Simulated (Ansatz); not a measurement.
H₄N₂Sn, SMILES `[NH2][Sn][NH2]`, 7 atoms. Total charge 0; spin multiplicity 1. Correlated methods include outer-core shells of Sn, which these sets cover unevenly. Sn: def2 effective core potential. All runs use 4 threads of an Arm Neoverse V1 on a shared host. Correlated methods freeze the cores. Open-shell runs search over several starts.

Task: Give the basis size and wall time and peak host memory of each of these runs in Ansatz. RKS r2SCAN0-D4/def2-TZVPP energy; RKS ωB97M-V/def2-QZVPP energy; UKS r2SCAN-D4/def2-TZVPP energy of the cation; RHF-CCSD(T)/def2-SVP energy; RHF-MP2/def2-QZVPP energy; UKS PBE0-D4/def2-TZVPP energy of the cation; UKS PBE-D4/def2-TZVPP energy of the cation; UKS B2PLYP (frozen core)/def2-TZVPP energy of the cation; RKS PBE0-D4/def2-TZVP frequencies; UKS ωB97X-V/def2-TZVPP energy of the cation; UHF-MP2/def2-QZVPP energy of the cation; UHF-CCSD(T)/def2-TZVPP energy of the cation. (Best estimate.)

Result: Ansatz gave: Other jobs shared the machine, so times are rough.

```
                              level                   job  functions  wall time  peak host memory (GiB)
               RHF-CCSD(T)/def2-SVP                energy         74      1.4 s                    0.33
          RKS r2SCAN0-D4/def2-TZVPP                energy        168      2.3 s                    0.35
             UKS PBE0-D4/def2-TZVPP  energy of the cation        168      5.5 s                     0.4
              UKS PBE-D4/def2-TZVPP  energy of the cation        168        6 s                    0.36
                 RHF-MP2/def2-QZVPP                energy        316      6.5 s                     1.1
           UKS r2SCAN-D4/def2-TZVPP  energy of the cation        168        8 s                     0.4
             RKS ωB97M-V/def2-QZVPP                energy        316      8.5 s                       1
UKS B2PLYP (frozen core)/def2-TZVPP  energy of the cation        168       13 s                    0.57
             UKS ωB97X-V/def2-TZVPP  energy of the cation        168       22 s                    0.72
              RKS PBE0-D4/def2-TZVP           frequencies        136       48 s                    0.33
                 UHF-MP2/def2-QZVPP  energy of the cation        316       70 s                     1.2
             UHF-CCSD(T)/def2-TZVPP  energy of the cation        168    2.7 min                     4.1
```
